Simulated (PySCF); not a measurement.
Cl4H3NTi, SMILES [Ti]([Cl])([Cl])(<-[NH3])([Cl])[Cl], multiplicity 1.

The structure is a stationary point at ωB97X-D3(BJ)/def2-SVP. The spin state was assumed, not searched.

Computed with PBE/def2-TZVP (PySCF).

Isolated molecule, no solvent.

Computed frontier levels, gap, dipole moment and polarisability:
The highest occupied level is -7.41 eV and the lowest empty level is -4.10 eV. The orbital gap comes out as 3.31 eV. The dipole moment comes out as 4.83 D, the quadrupole, principal values (traceless, Buckingham form, about the centre of nuclear charge) comes out as -6.32, -6.32, 12.64 D·Å and the mean static polarisability is 103.5 bohr³ (15.34 Å³). The polarisability, principal values is 101.7, 101.7, 107.3 bohr³.
